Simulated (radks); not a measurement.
The numbers below are computed, except where a source is named.
Spherical quantum dot in the effective-mass picture: electrons in a parabolic well V = omega^2 r^2 / 2 with omega = 1.55, with a point charge +1 (a donor) at the centre, all in effective atomic units (hartree* = m*/eps^2 hartree, bohr* = eps/m* bohr), one dielectric constant everywhere. Level of theory: non-relativistic Kohn-Sham, PBEsol, spin-polarised, spherical densities (a radial shooting solver with Libxc functionals). Levels are named by radial order and angular momentum (1s, 1p, 1d, 2s, ...), and open shells are averaged over m.

N = 29, configuration 1s2 1p6 1d10 2s2 1f(up 7, down 2). This is the lowest configuration that the search found. Occupied and some empty levels:

level,occupation,eigenvalue (hartree*),<r> (bohr*)
1s up,1,16.946,1.123
1s down,1,16.966,1.105
1p up,3,17.906,1.644
1p down,3,17.957,1.628
2s up,1,18.566,1.661
2s down,1,18.618,1.667
1d up,5,18.747,1.921
1d down,5,18.813,1.913
1f up,7,19.636,2.123
1f down,2,19.709,2.120
2p up,0,19.769,1.857
2p down,0,19.816,1.863
1g up,0,20.586,2.286
1g down,0,20.662,2.287
2d up,0,20.861,2.059
2d down,0,20.909,2.062

Energy (hartree*): total 345.360, kinetic 46.892, external 112.33, Hartree 203.28, exchange-correlation -17.137.
